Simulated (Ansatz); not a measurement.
Consider the redistribution: `OP[SiH3]` + `B/C=C/CC` → `CC[SiH2]PO` + `BC=C`.

Calculated with Ansatz (gas phase, PBE0-D4/def2-TZVP geometries, no zero-point term in ΔE). CCSD(T)/CBS is the MP2 limit (def2-TZVPP, def2-QZVPP) plus CCSD(T) − MP2 in def2-TZVPP, frozen cores. Each species was taken in one conformer, which may not be the lowest.

```csv
level,ΔE (kJ/mol)
MP2/def2-TZVPP,-16.2
HF/def2-QZVPP,-6.8
```

(1) What does CCSD(T)/CBS give? (Estimate.)

Largest T1 diagnostic among the species: 0.013.

Results:

(1) Computed: -17.3 kJ/mol. The listed levels differ from it by 1.1, 10.5 kJ/mol.

The D4 term adds −6.0 kJ/mol with B3LYP and −3.5 kJ/mol with PBE0; it sums over pairs of atoms, weighted by their polarisabilities, and B3LYP, whose exchange is more repulsive, gets the larger term. In def2-TZVPP, CCSD(T) changes the Hartree–Fock value by −8.5 kJ/mol (the triples alone add −0.8 kJ/mol) and MP2 by −8.8 kJ/mol.

B3LYP here is the variant with VWN-RPA as its local correlation; programs differ in this.
